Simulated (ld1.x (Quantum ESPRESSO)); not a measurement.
## Transferability test, ultrasoft potential for molybdenum (Mo)

- Element: molybdenum (Mo)
- Generator: ld1.x (Quantum ESPRESSO) 7.5
- Type: ultrasoft
- Functional: PBEsol
- Relativity: fully relativistic
- Frozen core: [Ar] 3d10
- Valence charge: 14
- Reference configuration: 4s2 4p6 4d5 5s0 5p1
- Partial waves: 4s (bound): rcut 1.45, rcutus 1.75 bohr; 5s (bound, empty): rcut 1.45, rcutus 1.75 bohr; 4p (bound): rcut 1.85, rcutus 2.25 bohr; 5p (bound): rcut 1.85, rcutus 2.25 bohr; 4d (bound): rcut 2.35, rcutus 2.85 bohr; 4d channel at 4.1 Ry: rcut 2.35, rcutus 2.85 bohr
- Local potential: all-electron potential smoothed inside 2.85 bohr (lloc = -1)
- Core correction: Bessel-smoothed model core inside 1.15 bohr
- Augmentation charge: built from norm-conserving waves at rcut, not smoothed further

Open shells are filled in proportion to 2j + 1 (rel_dist='average').

Energies are relative to the spin-unpolarised reference configuration 4s2 4p6 4d5 5s0 5p1; without spin polarisation the order of configurations can differ from experiment.

```json
{"valence configuration": "4s2 4p6 4d5 5s1 5p0", "charge": "0", "ΔE all-electron (eV)": "-3.187", "error AE − PS (meV)": "-639"}
{"valence configuration": "4s2 4p6 4d5 5s0 5p0", "charge": "+1", "ΔE all-electron (eV)": "3.719", "error AE − PS (meV)": "+550"}
{"valence configuration": "4s2 4p6 4d4 5s0 5p0", "charge": "+2", "ΔE all-electron (eV)": "19.173", "error AE − PS (meV)": "+320"}
{"valence configuration": "4s2 4p6 4d4 5s1 5p0", "charge": "+1", "ΔE all-electron (eV)": "4.897", "error AE − PS (meV)": "-1168"}
{"valence configuration": "4s2 4p6 4d4 5s2 5p0", "charge": "0", "ΔE all-electron (eV)": "-3.010", "error AE − PS (meV)": "-2104"}
{"valence configuration": "4s2 4p6 4d6 5s0 5p0", "charge": "0", "ΔE all-electron (eV)": "-2.413", "error AE − PS (meV)": "+456"}
```

Task: What are ΔE and the potential's error for 4s2 4p6 4d5 5s0.5 5p0?

Result: ΔE = -0.445 eV all-electron; the error (AE − PS) is -143 meV.

Levels in the configuration 4s2 4p6 4d4 5s2 5p0:

```tsv
level	all-electron (eV)	pseudo (eV)
4s j=1/2	-67.010	-68.075
4p j=1/2	-42.767	-43.889
4p j=3/2	-40.237	-41.370
4d j=3/2	-5.800	-6.820
4d j=5/2	-5.573	-6.587
5s j=1/2	-4.913	-4.248
```

These tests converged, but a pseudo level misses the all-electron one widely, so the file describes the atom poorly there or has found another state: 4s2 4p6 4d4 5s0 5p0: empty 5s by 2.1 eV.

A Bessel basis up to 400 Ry misses an occupied level by 0.59 Ry, so cutoffs and ghosts were not judged. The potential misses its own reference levels by up to 0.8 eV.
